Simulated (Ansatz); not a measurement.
Ansatz results at the PBE0-D4/def2-TZVP geometry: HOMO–LUMO gap (PBE0/def2-TZVPP) 4.66 eV; LUMO energy (PBE/def2-TZVPP) -3.38 eV; LUMO energy (B3LYP/def2-TZVPP) -2.69 eV.

Each molecule was computed in one conformer, which needn't be the lowest.

Question: Which molecule gave them?
A. `C[N](C)[Ti]([F])([Cl])[SeH]`
B. `CC(C)[NH][Ti]([Cl])([Cl])[NH]C(C)C`
C. `[F][Ti]([F])([Cl])[Cl]`
D. `[NH2][Ti]([OH])([OH])[F]`

Answer: A. The others give `[NH2][Ti]([OH])([OH])[F]`: 6.16, -2.46, -1.75; `[F][Ti]([F])([Cl])[Cl]`: 6.29, -4.40, -3.83; `CC(C)[NH][Ti]([Cl])([Cl])[NH]C(C)C`: 5.19, -3.03, -2.31.

B3LYP here is the variant with VWN-RPA as its local correlation; programs differ in this.
